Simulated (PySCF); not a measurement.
Working out the ionisation energy of Al⁺

Al⁺ [Ne] 3s2 (1S) → Al²⁺ [Ne] 3s1 (2S). Calculation: PySCF 2.14, in an uncontracted even-tempered set (21 s from 0.028 bohr⁻², ratio 2.5; 13 p from 0.036 bohr⁻², ratio 2.5; 6 d from 0.3 bohr⁻², ratio 2.7; 5 f from 0.44 bohr⁻², ratio 2.7); the spin-free X2C one-electron Hamiltonian (Gaussian nucleus). Frozen: 1s2; the 23 highest virtual orbitals dropped. Energies in hartree (1 hartree = 27.21139 eV):

| part | Al⁺ (lower) | Al²⁺ (upper) |
| --- | --- | --- |
| UHF | -242.111200 | -241.466235 |
| MP2 opposite-spin | -0.251573 | -0.218310 |
| MP2 same-spin | -0.081058 | -0.076998 |

What does Hartree-Fock give?

(-241.466235) − (-242.111200) = 0.644965 hartree = 17.550 eV.

What do MP2 and SCS-MP2 (6/5 opposite-spin, 1/3 same-spin) give?

The opposite-spin parts differ by 0.905 eV and the same-spin parts by 0.110 eV. MP2: 17.550 + (0.905) + (0.110) = 18.565 eV. SCS-MP2: 17.550 + 1.2 × (0.905) + (0.110)/3 = 18.673 eV.

Measured between the centres of the two terms (NIST): 18.829 eV, so MP2 (outer shells) is off by -0.264 eV.

What remains against the reference includes basis incompleteness, the frozen core and correlation beyond second order.
